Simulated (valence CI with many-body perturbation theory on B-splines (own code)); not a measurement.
## Valence orbitals of Bi³³⁺

Method: relativistic CI+MBPT: four valence electrons over a frozen Dirac-Fock core [Kr] 4d10, a basis of 7 s, 7 p, 7 d, 7 f, 4 g, 2 h functions for each j, with the one-electron correlation potential Σ1 (screened to all orders), the two-electron term Σ2, the three-electron term Σ3, Breit, model QED; selected single and double excitations, second order for the rest, scaled by the run's own slope (own B-spline code, finite nucleus).

No measured spectrum was set against this ion. As an estimate, large intervals hold to a few tenths of a per cent, small ones and those within an open d or f shell to about a per cent. Excitations out of the core, of the other parity, are not computed and may begin above about 204 eV (a cautious bound); beyond it only levels of the ground parity were kept, without lifetimes.

These are the spectroscopic orbitals of the CI (the correlating ones are not listed), shaped by the core and the other valence electrons. h is the expectation value of the core's Dirac-Fock operator, without the valence repulsion; Σ1 is computed up to l = 3 at one energy for each symmetry, that of its lowest orbital but kept below the first core excitation, so for empty shells it is not the orbital's own correlation shift; Breit and QED include the response of the core.

| Orbital | h (hartree) | Σ1 (cm⁻¹) | Breit (cm⁻¹) | QED (cm⁻¹) | ⟨r⟩ (bohr) |
| --- | --- | --- | --- | --- | --- |
| 5s1/2 | -43.94 | -20852 | 6214 | 4975 | 0.6644 |
| 6s1/2 | -27.713 | -6922 | 2982 | 2404 | 1.056 |
| 7s1/2 | -19.142 | -3419 | 1692 | 1387 | 1.530 |
| 5p1/2 | -41.758 | -19307 | 9336 | 287 | 0.6794 |
| 6p1/2 | -26.598 | -6923 | 4787 | 151 | 1.076 |
| 7p1/2 | -18.484 | -3464 | 2729 | 88.1 | 1.562 |
| 5p3/2 | -39.636 | -15744 | 5038 | 638 | 0.7187 |
| 6p3/2 | -25.526 | -6104 | 2650 | 338 | 1.123 |
| 7p3/2 | -17.863 | -3144 | 1715 | 198 | 1.617 |
| 5d3/2 | -36.205 | -14896 | 3586 | -276 | 0.7389 |
| 6d3/2 | -23.717 | -6168 | 1976 | -147 | 1.161 |
| 7d3/2 | -16.791 | -3274 | 1184 | -86.8 | 1.675 |
| 5d5/2 | -35.768 | -14134 | 2252 | -84.2 | 0.7492 |
| 6d5/2 | -23.49 | -5909 | 1231 | -43.2 | 1.173 |
| 7d5/2 | -16.656 | -3148 | 750 | -24.9 | 1.689 |
| 4f5/2 | -54.14 | -31824 | 1908 | -864 | 0.3641 |
| 5f5/2 | -31.764 | -14022 | 953 | -251 | 0.7589 |
| 4f7/2 | -53.836 | -30957 | -516 | -633 | 0.3676 |
| 5f7/2 | -31.65 | -13759 | 120 | -175 | 0.7622 |
| 5g7/2 | -28.296 |  | -157 | -77.0 | 0.7464 |
| 5g9/2 | -28.273 |  | -408 | -53.7 | 0.7476 |

Among the shells of the start configuration 4f4, Σ1 is largest in size for 4f5/2, where it is 0.27 % of h.

Lowest root of each symmetry, sizes in configuration state functions:

```
 J  Parity  Roots  Reference  Variational  Second order  Change by selected CI (cm⁻¹)  Change by second order (cm⁻¹)
 0    even      7         30         8130         35190                         -9056                             -3
 1    even     10         72        21031         73270                         -6326                             -1
 2    even     22        116        30784        163379                         -7387                             -3
 3    even     18        126        29796        174428                         -6646                             -7
 4    even     24        137        29335        162958                         -5566                             -8
 5    even     18        120        28358        184224                         -5048                             -6
 6    even     16        100        27185         84009                         -5126                             -3
 7    even     10         70        24237         98827                         -5333                             -1
 8    even      9         49        17867         43728                         -5504                             -1
 9    even      3         26        11283         49067                         -5473                             -2
10    even      3         14         7925         34220                         -5632                             -1
 0     odd      2         22         5905         36437                         -8713                             -7
 1     odd      8         61        19861        121766                         -8048                             -7
 2     odd     13         87        29456        188579                         -8429                             -7
 3     odd     14         99        31993        220832                         -8563                            -13
 4     odd     14         98        31992        268568                         -6955                            -11
 5     odd     12         86        31994        242551                         -7599                             -8
 6     odd      8         66        26524        159625                         -7165                             -7
 7     odd      6         44        21193        125687                         -7151                             -6
 8     odd      4         25        14943         93146                         -7241                             -7
 9     odd      1         12         7411         36604                         -7569                             -8
```
